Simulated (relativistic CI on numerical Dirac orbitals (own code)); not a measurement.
## What each ingredient does to the levels of Rb⁴⁺

Base calculation: Dirac-Coulomb-Breit CI, separate exchange-only KLI orbitals for each configuration, QED by a radiative potential, valence Slater integrals scaled by 0.85, P86 correlation energy added to each configuration.

Configurations in the expansion (outside the closed core [Ar] 3d10): 4s2 4p3, 4s 4p4, 4s2 4p2 4d, 4p5, 4s 4p3 4d, 4s2 4p2 4f, 4s2 4p2 5s, 4s2 4p2 5p, 4s 4p3 4f, 4s2 4p2 5d, 4s2 4p2 6s, 4s2 4p2 6p, 4p4 4d, 4s 4p3 5s, 4s2 4p2 5f, 4s2 4p2 5g, 4s2 4p2 6d, 4s2 4p2 7s, 4s 4p2 4d2, 4s2 4p 4d 4f, 4s2 4p2 7p, 4s2 4p2 6f, 4s 4p3 5p, 4s 4p3 5d, 4s 4p3 6s, 4p4 4f, 4s2 4p 4d 5p, 4s 4p3 6p, 4s 4p2 5p2, 4s2 4p 4d2, 4s2 4d3, 4s 4p 4d3, 4s2 4d2 4f, 4s2 4d2 5s, 4s2 4d2 5p, 4p3 4d2, 4p2 4d3, 4p2 4d2 4f, 4p2 4d2 5s, 4p2 4d2 5p, 4s2 4p 4f2, 4s2 4d 4f2, 4s 4p 4d 4f2, 4s2 4f3, 4s2 4f2 5s, 4s2 4f2 5p, 4p3 4f2, 4p2 4d 4f2, 4p2 4f3, 4p2 4f2 5s, 4p2 4f2 5p, 4s2 4p 4d 5s, 4s 4p 4d2 5s, 4s2 4d 4f 5s, 4s2 4d 5s2, 4s2 4d 5s 5p. Double excitations out of closed p, d and f shells are left out; levels of such configurations are missing from the list, as are those of other unlisted configurations, and high levels can miss mixing partners. These lack a partner that the ground configuration has and come out too high: 4s 4p3 4f, 4s2 4p2 5d, 4s2 4p2 6s, 4s2 4p2 6p, 4s2 4p2 5f.

Variants: (1) self-excluded LDA correlation estimate; (2) valence Slater integrals scaled by 0.75; (3) QED terms removed; (4) one mean potential for all configurations. Shifts of the energy above 4s2 4p3 4S°_3/2, in cm⁻¹, for the lowest level and the first level of each name with at least 55 % of one term (blank where a level changes its place among those of its configuration and J or its character, or is not in the variant):

```tsv
Level	Base	Δ(1)	Δ(2)	Δ(3)	Δ(4)	Measured
4s2 4p3 4S°_3/2	0.0	0.0	0.0	0.0	0.0	0.0
4s2 4p3 2D°_3/2	18082.9	-4.9	-2106.5	+3.7	+66.9	18639.1
4s2 4p3 2D°_5/2	20533.5	-5.6	-1955.5	-4.8	+62.2	21080.4
4s2 4p3 2P°_1/2	33471.7	+0.2	-3338.2	-1.1	+46.2	34794.3
4s2 4p3 2P°_3/2	36982.6	-0.1	-3022.4	-14.1	+36.3	38317.8
4s 4p4 4P_5/2	137684.3	+191.2	+2411.4	+242.3	+109.7	135925.6
4s 4p4 4P_3/2	142479.6	+190.9	+2470.4	+230.7	+110.5	140861.6
4s 4p4 4P_1/2	144559.3	+190.9	+2407.3	+227.2	+112.4	143010.2
4s 4p4 2D_3/2	168764.2	+181.1	+22.1	+208.4	+154.7	167062.8
4s 4p4 2D_5/2	169938.9	+181.7	+51.8	+205.6	+155.7	168272.8
4s2 4p2 4d 4F_3/2	206784.8	+79.7		+3.4	+305.4	
4s2 4p2 4d 4F_5/2	208597.4	+79.6	+168.0	-1.7	+315.2	
4s2 4p2 4d 4F_7/2	211457.1	+79.7	+247.0	-9.5	+325.0	
4s2 4p2 4d 2F_5/2	214299.9	+78.9	-304.7	-2.9	+388.7	
4s2 4p2 4d 4F_9/2	214953.9	+79.6	+219.0	-16.8	+331.7	
4s2 4p2 4d 4D_1/2	215382.9	+83.1	-240.5	-2.6	+381.5	
4s2 4p2 4d 4D_3/2	215885.6	+82.2		-5.4	+381.9	
4s2 4p2 4d 4D_5/2	218444.6	+80.7	-229.2	-12.4	+397.5	
4s2 4p2 4d 2G_7/2	235975.1	+68.7	-2275.0	-12.5	+407.4	
4s2 4p2 4d 2G_9/2	237179.4	+68.9	-2192.3	-17.4	+409.1	
4s2 4p2 4d 4P_5/2	240641.9	+107.0	-3411.7	+14.9	+415.9	
4s2 4p2 4d 4P_3/2	242669.4	+106.6		+12.6	+420.2
```

At this charge configurations can still be misplaced by up to about 7 % of their energy. 16 of the 19 excited levels that our extract of the measured tables holds in this range could be paired (the sources list more); they are missed by 5191 cm⁻¹ on average and 13644 at most, and levels without a partner can miss by more.

Measured levels: Sansonetti, J. Phys. Chem. Ref. Data 35, 301 (2006).

Ionisation energy from the two ground configurations alone: base 68.77 eV; self-excluded LDA correlation estimate 69.09 eV; valence Slater integrals scaled by 0.75 68.57 eV. The NIST ASD value (theoretical) is 68.44 eV.

LS names give the leading component of a level, which can be under half, so a name can repeat, a term be missing and a line seem to break the LS rules.
